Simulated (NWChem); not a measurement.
# diarsenic (As$_{2}$); SMILES [As]#[As]

```xyz
2

As     0.0000     0.0000     1.0593
As     0.0000     0.0000    -1.0593
```
Atoms are numbered in this order, from 1.

Results from NWChem. Structure relaxed at the B3LYP/6-31G* (spherical d) level. GIAO values for the isolated, static molecule; σ is the absolute isotropic shielding.

For level PBE/x2c-SVPall-s, scalar ZORA without spin-orbit coupling:

* **σ As1 (ppm)**: -514.3

**Question.** What are these values for level PBE0/x2c-SVPall-s, scalar ZORA without spin-orbit coupling?

**Answer.** 
| Property | Value |
|---|---|
| σ As1 (ppm) | -670.7 |
